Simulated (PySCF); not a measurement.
**V⁺: excitation energy**

V⁺ [Ar] 3d4 (5D) → V⁺ [Ar] 3d3 4s1 (5F), as a difference of total energies. Computed with PySCF 2.14 in aug-cc-pwCVTZ (10s9p7d4f3g, 127 functions), with the non-relativistic Hamiltonian (point nucleus). Correlated levels: valence: [Ar] frozen; valence and next inner shell: [Ne] frozen; nothing frozen. The calculations carry no spin-orbit coupling.

```tsv
method	excitation energy (cm⁻¹)
UHF	-1865.1
LDA	7431.2
PBE0	5172.9
BLYP	4654.4
M06-2X	5397.3
PW91	5938.5
MP2 (valence)	2225.7
SCS-MP2 (valence)	-501.52
SCS-MP2 (valence and next inner shell)	2665.8
MP2 (all electrons)	5744.0
SCS-MP2 (all electrons)	2755.9
```

Q: Estimate what MP2 (valence and next inner shell) gives.

A: 5598.5 cm⁻¹, closest to MP2 (all electrons) among the rows shown.

Q: Estimate what PBE gives.

A: 5868.6 cm⁻¹, closest to PW91 among the rows shown.

These non-relativistic numbers lack the scalar-relativistic shift.

Errors of the correlated levels include the incompleteness of this basis and the frozen core.

For comparison: 2719.9 cm⁻¹ (measured; NIST levels, between the centres of gravity of the two terms).
